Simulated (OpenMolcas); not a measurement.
Ag5+ among 8 point charges of -1.2 e arranged as a cube (Oh).

- Program: OpenMolcas
- Method: SS-CASPT2, IPEA 0.25 Eh, imaginary shift 0.1 Eh (closed shells correlated: 4s 4p)
- Basis: ANO-RCC-VDZP [6s5p3d1f]
- Scalar Hamiltonian: DKH2, point nucleus
- Active space: 6 electrons in 5 orbitals (4d)
- State averaging: 2S+1 = 5 even, 5 roots; 2S+1 = 3 even, 45 roots; 2S+1 = 1 even, 50 roots
- Spin-orbit coupling: RASSI with atomic mean-field integrals over the reference wave functions

All point charges move together. At R = 1.98 Å the first state of the same spin is 2890 cm-1, and at R = 2.21 Å it is 1710 cm-1.

Problem. A third run gives 2130 cm-1. What distance was it run at?

Solution. With a power law R^-n the two known points give n = -ln(1710 / 2890) / ln(2.21 / 1.98) = 4.78. Then R = 1.98 × (2890 / 2130)^(1/4.78) = 2.111 Å. The run was at 2.11 Å, so the estimate is off by +0.001 Å.

Roots that are degenerate in the reference are averaged as groups; the widest CASPT2 spread within a group is 220 cm-1 (the 3-fold group of multiplicity 3 near 56700 cm-1 above the lowest state of its run, R = 2.11). Shifts and gaps below about the spread of the groups concerned are not significant. An orbital doublet at a regular site is open to a Jahn-Teller distortion, which this geometry leaves out. Point charges give a weaker field than real ligands, and real ions of this kind are as a rule low spin; the high spin found here belongs to the model. The ground term spreads over less than 5000 cm-1, several times less than with real ligands, so orbital moments are less quenched and χT lies further from the spin-only value than at real sites. Free-ion shares, where given, are those of the reference states; single-state CASPT2 does not remix them. Point charges carry no covalency, so the field is a model and not that of real ligands. No measured value stands beside these numbers.
